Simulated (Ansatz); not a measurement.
Cartesian coordinates in Å:
```
N 1.297 -0.523 0.676
Al 0.374 0.112 -0.678
C -1.533 0.468 -0.303
S -2.113 0.168 1.178
H 2.274 -0.761 0.669
H 0.886 -0.693 1.581
H 1.055 0.366 -2.083
H -2.239 0.863 -1.041
```

The species carries charge 0 and has multiplicity 1.

List the CAM-B3LYP/def2-TZVPP orbital energies in eV (Ansatz 0.2.0). (An estimate is asked.)

Ansatz gave: Occupied: -2419.74, -1526.09, -390.72, -280.07, -217.74, -162.35, -162.27, -162.07, -114.18, -74.91, -74.72, -74.72, -24.69, -23.58, -17.50, -14.95, -14.15, -12.74, -11.66, -10.51, -10.34, -9.01, -7.45. Lowest empty: -1.65, 0.94, 1.27, 1.62, 3.02, 3.34, 3.71, 4.12.
